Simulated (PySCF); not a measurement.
# Static response to an electric field

Species: cyclo-(H2SiSe)3.
Geometry (PBE0-D3(BJ)/def2-SVP, Å), atoms numbered from 1 in this order:
```
atom  x, y, z in Å
Si1    1.9569    0.0860   -0.0938
H2     3.1567    0.6766   -0.7488
H3     2.3361   -1.1373    0.6698
Se4    1.0678    1.6142    1.3669
Si5   -1.0751    1.6144    0.5722
H6    -1.1090    2.0541   -0.8469
H7    -1.7933    2.5780    1.4521
Se8   -2.2319   -0.3379    0.8394
Si9   -0.8911   -1.6774   -0.4481
H10   -1.7506   -2.4856   -1.3567
H11   -0.0886   -2.5710    0.4361
Se12   0.5376   -0.4968   -1.7913
```

Level: B3LYP/def2-SVPD (PySCF), static field, nuclei fixed, core orbitals frozen in the response. The polarisability tensor in these axes (au):

```
x   176.18   8.16  -7.75
y     8.16 160.87  19.72
z    -7.75  19.72 148.85
```

Task: What are the eigenvalues, a third of the trace, and Δα (Δα² = ½Σ(αi − αj)² over the three pairs)?

Result: Principal values 131.49, 174.65 and 179.75 au; mean 161.96 au = 24.00 Å³ = 26.70 × 10⁻⁴⁰ C²·m²/J; Δα = 45.93 au (28 % of the mean).

Task: What is the dipole moment, and where does it point?

Result: (0.39, -0.46, -0.48) D, 0.77 D in size, pointing from the negative to the positive side. Measured along this direction, the outermost atoms are H7 at the negative end and Se12 and H2 at the positive end.

Task: Give the principal axes and the span of the nuclei along them.

Result: Largest value along (0.89, 0.45, 0.07), where the nuclei span 5.83 Å; middle along (-0.39, 0.67, 0.63), 5.19 Å; least along (0.24, -0.59, 0.77), 3.95 Å. The response follows the extents in order.

Task: Find the Langevin capture rate constant for H3+ (3.023 u) meeting this molecule (329.727 u), k = 2.342 × 10⁻⁹ cm³/s × √(α in Å³ / reduced mass in u).

Result: The reduced mass is 3.00 u, so k = 6.63 × 10⁻⁹ cm³/s. The formula leaves out the permanent dipole, which adds to the capture rate.

Task: Orientational against electronic polarisability at 400 K (dilute gas, rigid molecules)?

Result: In Gaussian units μ²/3kT = 3.59 Å³ against 24.00 Å³, a ratio of 0.15; the Debye molar polarisation (4π/3)N_A(α + μ²/3kT) is 69.6 cm³/mol, leaving out the vibrational part.

Task: What are the principal values of the traceless quadrupole moment, Θ = ½Σq(3rr − r²1), about the centre of nuclear charge?

Result: -4.43, 1.04, 3.39 D·Å. The values depend on the origin, since the dipole doesn't vanish. The electronic extent ⟨r²⟩ about the same centre is 2811 bohr², a root-mean-square distance of 2.29 Å for the 150 electrons.

Task: Molar refractivity from α?

Result: Lorentz–Lorenz: R = (4π/3)N_A α = 2.5225 cm³/(mol·Å³) × 24.00 Å³ = 60.5 cm³/mol, in the limit of long wavelengths.

Isolated species at its PBE0-D3(BJ)/def2-SVP geometry (one conformer only). The calculation is non-relativistic, for selenium too.

These values come from a run that also computed excited states. The run took 3.1 min wall (grids of density and orbitals included) on one thread of an Intel Xeon at 2.50 GHz, on a shared host, and the process peaked at 1.2 GiB of memory.
